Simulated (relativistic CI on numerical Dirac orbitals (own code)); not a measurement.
# Electric-dipole lines of Cu IX

These numbers are calculated, not measured: Dirac-Coulomb-Breit CI, KLI orbitals optimised for each configuration, QED by a radiative potential, unscaled Slater integrals (own radial code, finite nucleus).

Configuration list (outside the closed core [Ne]): 3s2 3p6 3d3, 3s2 3p5 3d4, 3s2 3p6 3d2 4s, 3s 3p6 3d4, 3s2 3p6 3d2 4p, 3s2 3p6 3d2 4d, 3s2 3p6 3d 4s 4p, 3s2 3p6 3d2 4f, 3s2 3p6 3d2 5s, 3s2 3p6 3d2 5p, 3s2 3p5 3d3 4s, 3s2 3p6 3d 4p 4d, 3s2 3p6 3d2 5d, 3s2 3p6 3d2 5f, 3s2 3p6 3d2 5g, 3s2 3p6 3d2 6s, 3s2 3p5 3d3 4p, 3s2 3p6 3d2 6p, 3s2 3p6 3d2 6d, 3s2 3p5 3d3 4d, 3s 3p6 3d3 4s, 3s2 3p5 3d3 4f, 3s2 3p5 3d3 5s, 3s2 3p5 3d3 5p, 3s2 3p6 3d 4s2, 3s2 3p6 4s2 4p, 3s2 3p6 4s2 4d, 3s2 3p6 4s2 4f, 3p6 3d5, 3p5 3d6, 3s2 3p6 3d 4p2, 3s2 3p6 4s 4p2, 3s2 3p6 4p3, 3s2 3p6 4p2 4d, 3s2 3p6 4p2 4f, 3s2 3p6 3d 4s 4d, 3s2 3p6 4s 4p 4d, 3s2 3p6 4s 4d2, 3s2 3p6 4s 4d 4f, 3s2 3p6 3d 4d2, 3s2 3p6 4p 4d2, 3s2 3p6 4d3, 3s2 3p6 4d2 4f, 3s 3p6 3d2 4s2, 3s 3p6 3d 4s2 4p, 3s 3p6 3d 4s2 4d, 3s 3p6 3d 4s2 4f. Double excitations out of closed p, d and f shells are left out; levels of such configurations are missing from the list, as are those of other unlisted configurations, and high levels can miss mixing partners. These lack a partner that the ground configuration has and come out too high: 3s2 3p5 3d3 4s, 3s2 3p5 3d3 4p, 3s2 3p5 3d3 4d, 3s2 3p5 3d3 4f, 3s2 3p5 3d3 5s.

```
λ vac (nm)                     Lower                          Upper   A (s⁻¹)  log gf  S velocity/length
    9.5084    3s2 3p6 3d3 4F_9/2 [4]  3s2 3p6 3d2 4f 4G°_11/2 [399]  1.61e+11    0.42               0.97
    9.6682    3s2 3p6 3d3 4F_5/2 [2]   3s2 3p6 3d2 4f 4F°_5/2 [375]  2.33e+11    0.29               0.92
    9.6696    3s2 3p6 3d3 4F_3/2 [1]   3s2 3p6 3d2 4f 4F°_3/2 [372]  2.40e+11    0.13               0.91
    9.6713    3s2 3p6 3d3 4F_7/2 [3]   3s2 3p6 3d2 4f 4F°_7/2 [377]  2.63e+11    0.47               0.92
    9.6815    3s2 3p6 3d3 4F_9/2 [4]   3s2 3p6 3d2 4f 4F°_9/2 [381]  3.27e+11    0.66               0.91
    9.6831    3s2 3p6 3d3 4F_3/2 [1]   3s2 3p6 3d2 4f 4G°_5/2 [363]  2.22e+11    0.27               0.97
    9.6905    3s2 3p6 3d3 4F_5/2 [2]   3s2 3p6 3d2 4f 4G°_7/2 [365]  2.02e+11    0.36               0.97
    9.6945    3s2 3p6 3d3 4F_7/2 [3]   3s2 3p6 3d2 4f 4G°_9/2 [373]  1.84e+11    0.41               0.97
    9.6948    3s2 3p6 3d3 4F_9/2 [4]  3s2 3p6 3d2 4f 4G°_11/2 [376]  2.10e+11    0.55               0.98
    12.378    3s2 3p6 3d3 2G_7/2 [8]      3s2 3p5 3d4 2F°_5/2 [256]  3.41e+11    0.67               0.61
    12.405    3s2 3p6 3d3 2G_9/2 [9]      3s2 3p5 3d4 2F°_7/2 [255]  3.28e+11    0.78               0.61
    12.660   3s2 3p6 3d3 2H_9/2 [12]      3s2 3p5 3d4 2G°_7/2 [254]  4.39e+11    0.93               0.63
    12.684  3s2 3p6 3d3 2H_11/2 [13]      3s2 3p5 3d4 2G°_9/2 [253]  4.54e+11    1.04               0.63
    12.705    3s2 3p6 3d3 4F_9/2 [4]      3s2 3p5 3d4 4D°_7/2 [245]  3.34e+11    0.81               0.59
    12.709    3s2 3p6 3d3 4F_7/2 [3]      3s2 3p5 3d4 4D°_5/2 [244]  3.28e+11    0.68               0.60
    12.720    3s2 3p6 3d3 4F_5/2 [2]      3s2 3p5 3d4 4D°_3/2 [242]  3.27e+11    0.50               0.60
    12.728    3s2 3p6 3d3 4F_3/2 [1]      3s2 3p5 3d4 4D°_1/2 [240]  4.16e+11    0.31               0.60
    13.065   3s2 3p6 3d3 2D_5/2 [18]      3s2 3p5 3d4 2D°_5/2 [269]  2.74e+11    0.62               0.55
    13.454  3s2 3p6 3d3 2H_11/2 [13]     3s2 3p5 3d4 2H°_11/2 [241]  3.23e+11    1.02               0.59
    13.526   3s2 3p6 3d3 2H_9/2 [12]      3s2 3p5 3d4 2H°_9/2 [237]  3.11e+11    0.93               0.59
    13.766    3s2 3p6 3d3 2G_7/2 [8]      3s2 3p5 3d4 2G°_7/2 [226]  1.15e+11    0.42               0.61
    13.775    3s2 3p6 3d3 2G_9/2 [9]      3s2 3p5 3d4 2G°_9/2 [227]  1.67e+11    0.68               0.61
    14.439    3s2 3p6 3d3 4F_9/2 [4]   3s2 3p6 3d2 4p 4F°_9/2 [171]  1.47e+11    0.66               0.72
    14.467    3s2 3p6 3d3 4F_7/2 [3]   3s2 3p6 3d2 4p 4F°_7/2 [169]  1.36e+11    0.53               0.72
    14.491    3s2 3p6 3d3 4F_5/2 [2]   3s2 3p6 3d2 4p 4F°_5/2 [166]  1.33e+11    0.40               0.72
    14.515    3s2 3p6 3d3 4F_3/2 [1]   3s2 3p6 3d2 4p 4F°_3/2 [164]  1.47e+11    0.27               0.72
    15.317    3s2 3p6 3d3 4F_7/2 [3]      3s2 3p5 3d4 4G°_9/2 [138]  5.01e+10    0.25               0.66
    15.645    3s2 3p6 3d3 4F_3/2 [1]      3s2 3p5 3d4 4G°_5/2 [130]  6.48e+10    0.15               0.67
    15.690    3s2 3p6 3d3 4F_5/2 [2]      3s2 3p5 3d4 4G°_7/2 [129]  5.24e+10    0.19               0.67
    15.935    3s2 3p6 3d3 4F_9/2 [4]     3s2 3p5 3d4 4G°_11/2 [126]  4.08e+10    0.27               0.67
```

Terms are leading LS components. Brackets give the number of a level in order of energy, since labels repeat. The list gives strong lines, with weight on those to low levels, among the lowest 400 of 5624 levels, so that lines to higher ones, which can be the strongest, are missing. Levels whose partners in the same complex of configurations lie outside the list can be far off, and so can their lines. Rates are taken at the computed energies, electric ones in the length gauge. A velocity-to-length ratio far from 1 marks an uncertain rate.

At this charge configurations can still be misplaced by up to about 7 % of their energy. Terms inside the open d or f shell come out 10 to 20 % too wide with unscaled integrals.

LS names give the leading component of a level, which can be under half, so a name can repeat, a term be missing and a line seem to break the LS rules.
